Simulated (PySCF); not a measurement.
## Basis-set dependence of BiCl⁺ at CCSD

PySCF, UHF reference; doublet, unpaired electrons π ↑; De to Bi⁺ + Cl without counterpoise correction. Frozen cores follow the default of each basis and core potential.

| basis | relativity | functions | Re (Å) | ωe (cm⁻¹) | De (eV) | frozen orbitals |
| --- | --- | --- | --- | --- | --- | --- |
| def2-SVP | scalar-relativistic core potentials | 44 | 2.382 | 399 | n/a | 9 |
| cc-pVDZ-PP/cc-pV(D+d)Z | scalar-relativistic core potentials | 46 | 2.376 | 393 | n/a | 9 |
| def2-SVPD | scalar-relativistic core potentials | 59 | 2.395 | 391 | n/a | 9 |

(1) How does each smaller set differ from the one with most functions, def2-SVPD?

Correlated steps freeze 9 core orbitals. These are scalar-relativistic numbers at best; spin–orbit coupling would shift them, the dissociation energy most. The state is the lowest determinant that a PBE0 search found; another state may lie lower at other levels.

## Answers

(1) def2-SVP: -1.3 pm, +2.0 % in ωe; cc-pVDZ-PP/cc-pV(D+d)Z: -1.9 pm, +0.5 % in ωe. All at CCSD; the set with most functions is neither the basis-set limit nor always the best.
